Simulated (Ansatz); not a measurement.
`C[SiH](O)Cl` + H₂S → `C[SiH](S)Cl` + H₂O at 400 K and 1 bar (ligand exchange at the Si–O bond).

Calculated with Ansatz (gas phase, PBE0-D4/def2-TZVP geometries, no zero-point term in ΔE). CCSD(T)/CBS is the MP2 limit (def2-TZVPP, def2-QZVPP) plus CCSD(T) − MP2 in def2-TZVPP, frozen cores. This one scheme is used for every species. Each species was taken in one conformer, which may not be the lowest.

```json
{"species": "`C[SiH](O)Cl`", "CCSD(T)/CBS energy (Eh)": "-865.21254", "H − E (kJ/mol)": "191.2", "S (J/(mol·K))": "358.3"}
{"species": "H₂S", "CCSD(T)/CBS energy (Eh)": "-398.97279", "H − E (kJ/mol)": "53.4", "S (J/(mol·K))": "215.9"}
{"species": "`C[SiH](S)Cl`", "CCSD(T)/CBS energy (Eh)": "-1187.79090", "H − E (kJ/mol)": "181.3", "S (J/(mol·K))": "373.8"}
{"species": "H₂O", "CCSD(T)/CBS energy (Eh)": "-76.37941", "H − E (kJ/mol)": "69.8", "S (J/(mol·K))": "198.6"}
```

H − E and S are ideal-gas, rigid-rotor, harmonic terms from PBE0-D4/def2-TZVP, for one conformer and one mirror image of each species. 1 Eh = 2625.50 kJ/mol, R = 8.31446 J/(mol·K).

Task: By hand: ΔE, ΔH, ΔS and ΔG.

Result: ΔE = (-1187.79090) + (-76.37941) − (-865.21254) − (-398.97279) = 0.01502 Eh = 39.4 kJ/mol. Δ(H − E) = 181.3 + 69.8 − 191.2 − 53.4 = 6.5, so ΔH = 45.9 kJ/mol. ΔS = 373.8 + 198.6 − 358.3 − 215.9 = -1.8 J/(mol·K). ΔG = 45.9 − 400 × (-1.8)/1000 = 46.6 kJ/mol.

Task: By hand: the equilibrium constant, and the temperature at which ΔG would vanish if ΔH and ΔS stayed fixed.

Result: log₁₀ K = −ΔG/(RT ln 10) = -6.1. ΔH and −TΔS have one sign here, so there is no such temperature. One of them is within its doubt of zero, so this could turn.

The number of gas molecules stays the same, so ΔS is small and ΔH decides. A doubt of 5 kJ/mol in ΔE shifts log₁₀ K by 0.7 here. Other conformers and mirror images would add mixing entropy, several J/(mol·K) or more a flexible species. These are equilibria of isolated gas molecules and say nothing of rates. Largest T1 diagnostic: 0.010 (customary marks: 0.02 for closed shells, 0.045 for open ones).
